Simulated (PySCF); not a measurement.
PySCF input file for BClBr2, SMILES ClB(Br)Br, TDA-CAM-B3LYP/def2-SVPD. The structure is a stationary point at PBE0-D3(BJ)/def2-SVP.

```python
import numpy as np
from pyscf import gto, scf, dft, tdscf

mol = gto.M(
    atom='''
    B     0.00000000    0.00000000   -0.40139040
    Cl    0.00000000    0.00000000   -2.14127119
    Br    0.00000000    1.64532461    0.54869374
    Br    0.00000000   -1.64532461    0.54869374
    ''',
    basis='def2-SVPD',
    charge=0,
    spin=0,
    symmetry=True,
    max_memory=1600,
    verbose=4,
)
mf = dft.RKS(mol, xc='cam-b3lyp').density_fit(auxbasis='def2-universal-jkfit')
mf.grids.level = 3
mf.conv_tol = 1e-9
mf.max_cycle = 100
mf.kernel()
mf.grids = dft.Grids(mol).set(level=1).build(with_non0tab=True)  # coarser grid for the response kernel
td = tdscf.TDA(mf)
td.singlet = True
td.nstates = 10
td.conv_tol = 1e-4
td.positive_eig_threshold = 1e-6
td.kernel(x0=td.get_init_guess(mf, 15))
td.analyze()
tt = tdscf.TDA(mf)
tt.singlet = False
tt.nstates = 4
tt.conv_tol = 1e-4
tt.positive_eig_threshold = 1e-6
tt.kernel(x0=tt.get_init_guess(mf, 9))
tt.analyze(verbose=3)
```

It prints:

```
PySCF version 2.14.0

[INPUT] verbose = 4
[INPUT] num. atoms = 4
[INPUT] num. electrons = 92
[INPUT] charge = 0
[INPUT] spin (= nelec alpha-beta = 2S) = 0
[INPUT] symmetry True subgroup None
[INPUT] Mole.unit = angstrom
[INPUT] Symbol           X                Y                Z      unit          X                Y                Z       unit  Magmom
[INPUT]  1 B      0.000000000000   0.000000000000  -0.401390400000 AA    0.000000000000   0.000000000000  -0.758517925030 Bohr   0.0
[INPUT]  2 Cl     0.000000000000   0.000000000000  -2.141271190000 AA    0.000000000000   0.000000000000  -4.046416107522 Bohr   0.0
[INPUT]  3 Br     0.000000000000   1.645324610000   0.548693740000 AA    0.000000000000   3.109212898907   1.036880894863 Bohr   0.0
[INPUT]  4 Br     0.000000000000  -1.645324610000   0.548693740000 AA    0.000000000000  -3.109212898907   1.036880894863 Bohr   0.0

nuclear repulsion = 520.036081379109
point group symmetry = C2v
symmetry origin: [ 0.00000000e+00  0.00000000e+00 -8.83241553e-09]
symmetry axis x: [-1. -0. -0.]
symmetry axis y: [0. 1. 0.]
symmetry axis z: [0. 0. 1.]
num. orbitals of irrep A1 = 51
num. orbitals of irrep A2 = 17
num. orbitals of irrep B1 = 23
num. orbitals of irrep B2 = 38
number of shells = 49
number of NR pGTOs = 241
number of NR cGTOs = 129
basis = def2-SVPD
ecp = {}


******** <class 'pyscf.df.df_jk.DFSymAdaptedRKS'> ********
method = DFSymAdaptedRKS
initial guess = minao
damping factor = 0
level_shift factor = 0
DIIS = <class 'pyscf.scf.diis.CDIIS'>
diis_start_cycle = 1
diis_space = 8
diis_damp = 0
SCF conv_tol = 1e-09
SCF conv_tol_grad = None
SCF max_cycles = 100
direct_scf = False
XC library pyscf.dft.libxc version 7.1.2
    S. Lehtola, C. Steigemann, M. J. T. Oliveira, and M. A. L. Marques,  SoftwareX 7, 1–5 (2018)
XC functionals = cam-b3lyp
    T. Yanai, D. P. Tew, and N. C. Handy,  Chem. Phys. Lett. 393, 51 (2004)
radial grids:
    Treutler-Ahlrichs [JCP 102, 346 (1995); DOI:10.1063/1.469408] (M4) radial grids

becke partition: Becke, JCP 88, 2547 (1988); DOI:10.1063/1.454033
pruning grids: <function nwchem_prune>
grids dens level: 3
symmetrized grids: True
atomic radii adjust function: <function treutler_atomic_radii_adjust>
small_rho_cutoff = 0
Freeze 0 electrons in irreps []
    92 free electrons in irreps A1 A2 B1 B2
Set gradient conv threshold to 3.16228e-05
Initial guess from minao.
tot grids = 73776
******** <class 'pyscf.df.df.DF'> ********
auxbasis = def2-universal-jkfit
Create RSH-DF object <pyscf.df.df.DF object> for omega=0.33
******** <class 'pyscf.df.df.DF'> ********
auxbasis = auxmol.basis = def2-universal-jkfit
init E= -5631.29020553452
HOMO (B2) = -0.345181807658613  LUMO (B1) = -0.0532193149582731  gap/eV = 7.94470
cycle= 1 E= -5632.88758941531  delta_E= -1.6  |g|= 0.417  |ddm|= 2.62
HOMO (B2) = -0.368002820587487  LUMO (B1) = -0.106831602671024  gap/eV = 7.10683
cycle= 2 E= -5632.8670912981  delta_E= 0.0205  |g|= 0.513  |ddm|= 1.02
HOMO (B2) = -0.358793284494104  LUMO (B1) = -0.0353764581533209  gap/eV = 8.80062
cycle= 3 E= -5632.94086846148  delta_E= -0.0738  |g|= 0.0487  |ddm|= 0.587
HOMO (B2) = -0.359502527617407  LUMO (B1) = -0.0370890147405265  gap/eV = 8.77332
cycle= 4 E= -5632.94118778131  delta_E= -0.000319  |g|= 0.0135  |ddm|= 0.0491
HOMO (B2) = -0.360590919412846  LUMO (B1) = -0.0360011461814413  gap/eV = 8.83254
cycle= 5 E= -5632.94122706879  delta_E= -3.93e-05  |g|= 0.00271  |ddm|= 0.025
HOMO (B2) = -0.36013814864892  LUMO (B1) = -0.0360122913953411  gap/eV = 8.81991
cycle= 6 E= -5632.94122910282  delta_E= -2.03e-06  |g|= 0.000616  |ddm|= 0.00518
HOMO (B2) = -0.360208916968822  LUMO (B1) = -0.0360428950467253  gap/eV = 8.82101
cycle= 7 E= -5632.9412292328  delta_E= -1.3e-07  |g|= 0.000145  |ddm|= 0.00125
HOMO (B2) = -0.36022296980911  LUMO (B1) = -0.0360577617721671  gap/eV = 8.82098
cycle= 8 E= -5632.94122923929  delta_E= -6.49e-09  |g|= 2.42e-05  |ddm|= 0.00024
HOMO (B2) = -0.360220230641875  LUMO (B1) = -0.0360518533468883  gap/eV = 8.82107
cycle= 9 E= -5632.9412292396  delta_E= -3.17e-10  |g|= 3.68e-06  |ddm|= 5.5e-05
HOMO (B2) = -0.360220957461588  LUMO (B1) = -0.0360521761275931  gap/eV = 8.82108
Extra cycle  E= -5632.94122923962  delta_E= -1.82e-11  |g|= 1.91e-06  |ddm|= 8.58e-06
converged SCF energy = -5632.94122923962
tot grids = 26160
Overwritten attributes  positive_eig_threshold  of <class 'pyscf.tdscf.rks.TDA'>


******** <class 'pyscf.tdscf.rks.TDA'> for <class 'pyscf.df.df_jk.DFSymAdaptedRKS'> ********
nstates = 10 singlet
deg_eia_thresh = 1.000e-03
wfnsym = None
conv_tol = 0.0001
eigh lindep = 1e-12
eigh level_shift = 0
eigh max_cycle = 100


Excitation energies (eV)
[5.08932594 5.87378959 6.13897938 6.21584492 6.67956581 7.29716373
 7.7025289  7.89235515 7.93594107 8.17489776]

** Singlet excitation energies and oscillator strengths **
Excited State   1:   A2      5.08933 eV    243.62 nm  f=0.0000
      46 -> 47       -0.70461
Excited State   2:   B1      5.87379 eV    211.08 nm  f=0.0001
      44 -> 47        0.70423
Excited State   3:   A2      6.13898 eV    201.96 nm  f=0.0000
      42 -> 47       -0.70314
Excited State   4:   B2      6.21584 eV    199.46 nm  f=0.1815
      45 -> 47       -0.68306
Excited State   5:   A1      6.67957 eV    185.62 nm  f=0.1404
      43 -> 47       -0.67980
Excited State   6:   B2      7.29716 eV    169.91 nm  f=0.0322
      44 -> 49       -0.15001
      46 -> 48       -0.62789
      46 -> 50        0.17912
      46 -> 51        0.11109
      46 -> 56        0.13658
Excited State   7:   A2      7.70253 eV    160.97 nm  f=0.0000
      43 -> 49        0.13450
      45 -> 48       -0.59949
      45 -> 50        0.23856
      45 -> 51        0.12576
      45 -> 56        0.18291
Excited State   8:   B2      7.89236 eV    157.09 nm  f=0.0004
      44 -> 53        0.10831
      46 -> 48        0.24323
      46 -> 50        0.52462
      46 -> 51        0.34706
Excited State   9:   A1      7.93594 eV    156.23 nm  f=0.1112
      44 -> 48        0.48134
      44 -> 50       -0.21961
      46 -> 49        0.38921
      46 -> 53       -0.13518
Excited State  10:   B1      8.17490 eV    151.66 nm  f=0.0264
      43 -> 48        0.55470
      43 -> 50       -0.15815
      43 -> 51       -0.14632
      43 -> 56       -0.14926
      45 -> 49       -0.29045
      45 -> 53        0.10412

** Transition electric dipole moments (AU) **
state          X           Y           Z        Dip. S.      Osc.
  1         0.0000      0.0000     -0.0000      0.0000      0.0000
  2         0.0238     -0.0000     -0.0000      0.0006      0.0001
  3        -0.0000      0.0000     -0.0000      0.0000      0.0000
  4        -0.0000     -1.0916     -0.0000      1.1917      0.1815
  5         0.0000      0.0000      0.9264      0.8581      0.1404
  6        -0.0000      0.4242      0.0000      0.1799      0.0322
  7        -0.0000     -0.0000      0.0000      0.0000      0.0000
  8        -0.0000      0.0466     -0.0000      0.0022      0.0004
  9        -0.0000     -0.0000      0.7564      0.5721      0.1112
 10        -0.3633     -0.0000      0.0000      0.1320      0.0264

** Transition velocity dipole moments (imaginary part, AU) **
state          X           Y           Z        Dip. S.      Osc.
  1         0.0000      0.0000     -0.0000      0.0000      0.0000
  2        -0.0055     -0.0000     -0.0000      0.0000      0.0001
  3        -0.0000      0.0000     -0.0000      0.0000      0.0000
  4        -0.0000     -0.0848     -0.0000      0.0072      0.0210
  5         0.0000      0.0000      0.0696      0.0048      0.0132
  6        -0.0000      0.1054      0.0000      0.0111      0.0276
  7        -0.0000     -0.0000      0.0000      0.0000      0.0000
  8        -0.0000      0.0243     -0.0000      0.0006      0.0014
  9        -0.0000     -0.0000      0.2407      0.0579      0.1324
 10        -0.1257     -0.0000      0.0000      0.0158      0.0350

** Transition magnetic dipole moments (imaginary part, AU) **
state          X           Y           Z
  1        -0.0000     -0.0000      0.2216
  2         0.0000     -0.8206      0.0000
  3        -0.0000     -0.0000     -1.0465
  4         0.0896     -0.0000     -0.0000
  5        -0.0000     -0.0000     -0.0000
  6         0.3488      0.0000     -0.0000
  7        -0.0000     -0.0000     -0.6625
  8        -1.5296      0.0000     -0.0000
  9        -0.0000      0.0000     -0.0000
 10         0.0000      0.5342     -0.0000


******** <class 'pyscf.tdscf.rks.TDA'> for <class 'pyscf.df.df_jk.DFSymAdaptedRKS'> ********
nstates = 4 triplet
deg_eia_thresh = 1.000e-03
wfnsym = None
conv_tol = 0.0001
eigh lindep = 1e-12
eigh level_shift = 0
eigh max_cycle = 100


Excitation energies (eV)
[4.93675128 5.29359744 5.65276339 5.7062671 ]

** Triplet excitation energies and oscillator strengths **
Excited State   1:   A2      4.93675 eV    251.15 nm  f=0.0000
Excited State   2:   B2      5.29360 eV    234.22 nm  f=0.0000
Excited State   3:   A1      5.65276 eV    219.33 nm  f=0.0000
Excited State   4:   B1      5.70627 eV    217.28 nm  f=0.0000
```

The run converged.
